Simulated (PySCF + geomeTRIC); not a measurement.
These are BP86-D3(BJ)/def2-SVP in PySCF + geomeTRIC values and carry that method's errors. fastk is a local helper that only speeds up exchange builds. No frequencies were computed at this level.

```python
import json, numpy as np
from pyscf import gto, dft
from fastk import lowrank_exchange
atoms = """
W      0.117242    -0.146195    -0.061250
O     -1.178561    -0.701641     0.874438
O      1.584948     0.008573     1.143562
H      2.107794    -0.560839     1.722833
O      0.026012     1.755386     0.018045
H      0.071607     2.458224     0.679350
O      0.986865    -1.715342    -0.706155
H      0.771938    -2.476185    -1.261617
O     -0.573276     0.030583    -1.829406
H     -1.255410     0.537911    -2.288390
"""
def scf(charge, spin, dm0=None):
    mol = gto.M(atom=atoms, basis='def2-svp', ecp={'W': 'def2-svp'}, charge=charge, spin=spin, verbose=3, max_memory=15120)
    mf = dft.KS(mol, xc='bp86').density_fit(auxbasis="def2-universal-jkfit")
    mf.disp = 'd3bj'
    mf.grids.level = 3
    mf.conv_tol = 1e-8
    mf.max_cycle = 120
    mf.level_shift = 0.25
    mf.kernel(dm0)
    if not mf.converged:
        mf = mf.newton().run(mf.mo_coeff, mf.mo_occ).undo_soscf()
    return mf
mf = scf(0, 0)
from pyscf.geomopt.geometric_solver import kernel as optimize
path = []
done, mol = optimize(mf, maxsteps=120, assert_convergence=False, callback=lambda env: path.append((env["energy"], bool(env["g_scanner"].converged))))
res = dict(converged=bool(done and path[-1][1]), energy=path[-1][0], path=[e for e, c in path], xyz=mol.atom_coords(unit="Angstrom").tolist(), nao=mol.nao)
json.dump(res, open("result.json", "w"))
```

Output:

```
converged SCF energy = -445.6748982438
Geometry optimization cycle 1
converged SCF energy = -445.674898239268
cycle 1: E = -445.674898239  dE = -445.675  norm(grad) = 0.0445237
Geometry optimization cycle 2
converged SCF energy = -445.677295039393
cycle 2: E = -445.677295039  dE = -0.0023968  norm(grad) = 0.0283668
Geometry optimization cycle 3
converged SCF energy = -445.679642986183
cycle 3: E = -445.679642986  dE = -0.00234795  norm(grad) = 0.0290305
Geometry optimization cycle 4
converged SCF energy = -445.681460227749
cycle 4: E = -445.681460228  dE = -0.00181724  norm(grad) = 0.013648
Geometry optimization cycle 5
converged SCF energy = -445.682556083157
cycle 5: E = -445.682556083  dE = -0.00109586  norm(grad) = 0.00732109
Geometry optimization cycle 6
converged SCF energy = -445.682706603606
cycle 6: E = -445.682706604  dE = -0.00015052  norm(grad) = 0.00470027
Geometry optimization cycle 7
converged SCF energy = -445.682791605698
cycle 7: E = -445.682791606  dE = -8.50021e-05  norm(grad) = 0.0010773
Geometry optimization cycle 8
converged SCF energy = -445.682802522457
cycle 8: E = -445.682802522  dE = -1.09168e-05  norm(grad) = 0.000840535
Geometry optimization cycle 9
converged SCF energy = -445.682810963366
cycle 9: E = -445.682810963  dE = -8.44091e-06  norm(grad) = 0.00100287
Geometry optimization cycle 10
converged SCF energy = -445.682808303548
cycle 10: E = -445.682808304  dE = 2.65982e-06  norm(grad) = 0.000810203
Geometry optimization cycle 11
converged SCF energy = -445.68280668556
cycle 11: E = -445.682806686  dE = 1.61799e-06  norm(grad) = 0.000439478
Geometry optimization cycle 12
converged SCF energy = -445.682805847554
cycle 12: E = -445.682805848  dE = 8.38006e-07  norm(grad) = 0.000440795
Geometry optimization cycle 13
converged SCF energy = -445.682806976273
cycle 13: E = -445.682806976  dE = -1.12872e-06  norm(grad) = 0.000437641
Geometry optimization cycle 14
converged SCF energy = -445.682807819465
cycle 14: E = -445.682807819  dE = -8.43193e-07  norm(grad) = 0.000383151
<class 'geometric.internal.Distance'> : 9
<class 'geometric.internal.Angle'> : 12
<class 'geometric.internal.OutOfPlane'> : 2
<class 'geometric.internal.Dihedral'> : 16
<class 'geometric.internal.TranslationX'> : 1
<class 'geometric.internal.TranslationY'> : 1
<class 'geometric.internal.TranslationZ'> : 1
<class 'geometric.internal.RotationA'> : 1
<class 'geometric.internal.RotationB'> : 1
<class 'geometric.internal.RotationC'> : 1
Step    0 : Gradient = 1.408e-02/2.852e-02 (rms/max) Energy = -445.6748982393
Step    1 : Displace = 2.441e-02/3.151e-02 (rms/max) Trust = 1.000e-01 (=) Grad = 8.970e-03/1.676e-02 (rms/max) E (change) = -445.6772950394 (-2.397e-03) Quality = 0.971
Step    2 : Displace = 3.574e-02/4.660e-02 (rms/max) Trust = 1.414e-01 (+) Grad = 9.180e-03/2.186e-02 (rms/max) E (change) = -445.6796429862 (-2.348e-03) Quality = 1.705
Step    3 : Displace = 1.249e-01/1.698e-01 (rms/max) Trust = 2.000e-01 (+) Grad = 4.316e-03/5.726e-03 (rms/max) E (change) = -445.6814602277 (-1.817e-03) Quality = 0.482
Step    4 : Displace = 5.291e-02/7.223e-02 (rms/max) Trust = 2.000e-01 (=) Grad = 2.315e-03/5.855e-03 (rms/max) E (change) = -445.6825560832 (-1.096e-03) Quality = 0.841
Step    5 : Displace = 1.007e-02/1.332e-02 (rms/max) Trust = 2.828e-01 (+) Grad = 1.486e-03/3.690e-03 (rms/max) E (change) = -445.6827066036 (-1.505e-04) Quality = 1.512
Step    6 : Displace = 1.026e-02/1.275e-02 (rms/max) Trust = 3.000e-01 (+) Grad = 3.407e-04/4.687e-04 (rms/max) E (change) = -445.6827916057 (-8.500e-05) Quality = 1.025
Step    7 : Displace = 2.678e-03/3.577e-03 (rms/max) Trust = 3.000e-01 (=) Grad = 2.658e-04/5.944e-04 (rms/max) E (change) = -445.6828025225 (-1.092e-05) Quality = 1.106
Step    8 : Displace = 8.388e-03/1.063e-02 (rms/max) Trust = 3.000e-01 (=) Grad = 3.171e-04/7.828e-04 (rms/max) E (change) = -445.6828109634 (-8.441e-06) Quality = 0.373
Step    9 : Displace = 4.750e-03/6.393e-03 (rms/max) Trust = 3.000e-01 (=) Grad = 2.562e-04/4.554e-04 (rms/max) E (change) = -445.6828083035 (+2.660e-06) Quality = -0.311
Step   10 : Displace = 2.483e-03/3.941e-03 (rms/max) Trust = 2.375e-03 (-) Grad = 1.390e-04/1.753e-04 (rms/max) E (change) = -445.6828066856 (+1.618e-06) Quality = -0.213
Step   11 : Displace = 1.174e-03/1.930e-03 (rms/max) Trust = 1.188e-03 (-) Grad = 1.394e-04/1.837e-04 (rms/max) E (change) = -445.6828058476 (+8.380e-07) Quality = -0.105
Step   12 : Displace = 6.364e-04/1.035e-03 (rms/max) Trust = 5.868e-04 (-) Grad = 1.384e-04/2.124e-04 (rms/max) E (change) = -445.6828069763 (-1.129e-06) Quality = 0.177
Step   13 : Displace = 2.828e-04/5.342e-04 (rms/max) Trust = 2.934e-04 (-) Grad = 1.212e-04/1.701e-04 (rms/max) E (change) = -445.6828078195 (-8.432e-07) Quality = 0.831
Converged! =D
```

Cost: around 7 core-minutes (rough).
